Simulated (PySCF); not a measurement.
## A ladder of Hamiltonians for Ne⁸⁺ (neon, charge +8)

Occupied: 1s1/2. Hartree-Fock calculated with PySCF 2.14 in an even-tempered Gaussian basis (16 s from 0.3 bohr⁻², ratio 2.7; 10 p from 0.36 bohr⁻², ratio 2.7), Gaussian nucleus throughout. NR is non-relativistic, sf-X2C the spin-free one-electron X2C Hamiltonian, X2C adds the bare one-electron spin-orbit term, X2C-SNSO screens it by Boettger's factors, DC is four-component Dirac-Coulomb, and the Gaunt and Breit terms are added at first order (total energies over the DC spinors, levels after relaxing the spinors in that mean field). QED terms are absent. Levels marked empty are virtual spinors of this ion.

```
   level (eV)       NR   sf-X2C      X2C  X2C-SNSO
        1s1/2  -1195.0  -1196.4  -1196.4   -1196.4
2s1/2 (empty)  -238.62  -238.95  -238.95   -238.95
2p1/2 (empty)  -222.69  -222.80  -222.98   -222.96
2p3/2 (empty)  -222.69  -222.80  -222.71   -222.72
3s1/2 (empty)  -102.33  -102.44  -102.44   -102.44
```

Where do the four-component calculations put these levels?

1s1/2: DC -1196.5, DC+Gaunt -1196.2, DC+Breit -1196.2; 2s1/2 (empty): DC -238.96, DC+Gaunt -238.94, DC+Breit -238.94; 2p1/2 (empty): DC -222.95, DC+Gaunt -222.90, DC+Breit -222.91; 2p3/2 (empty): DC -222.73, DC+Gaunt -222.70, DC+Breit -222.71; 3s1/2 (empty): DC -102.44, DC+Gaunt -102.44, DC+Breit -102.44 (eV).

```tsv
Hamiltonian	E (hartree)	E − E(DC) (hartree)	CPU seconds
NR	-93.8606	0.1217	0.28
sf-X2C	-93.9762	0.0060	0.12
X2C	-93.9762	0.0060	0.12
X2C-SNSO	-93.9762	0.0060	0.13
DC	-93.9822	0.0000	2.4
DC+Gaunt	-93.9701	0.0121	5.7
DC+Breit	-93.9701	0.0121	35
```

Weight of the small component: 1s1/2 0.00125, 2s1/2 0.000238, 2p1/2 0.000230, 2p3/2 0.000229, 3s1/2 0.000100.

Koopmans' value for the highest occupied level at DC+Breit: 1196.2 eV, against an ionisation energy of 1195.8 eV (theoretical estimate listed by NIST; NIST Atomic Spectra Database, ionization energies); the former lacks relaxation, correlation, QED and recoil.

The whole ladder took 45 s of wall time on 1 thread of Intel(R) Xeon(R) Platinum 8259CL CPU @ 2.50GHz (shared host), launched as `OMP_NUM_THREADS=1 python relrun2.py TASK.json OUT` (a driver that calls PySCF for each Hamiltonian).
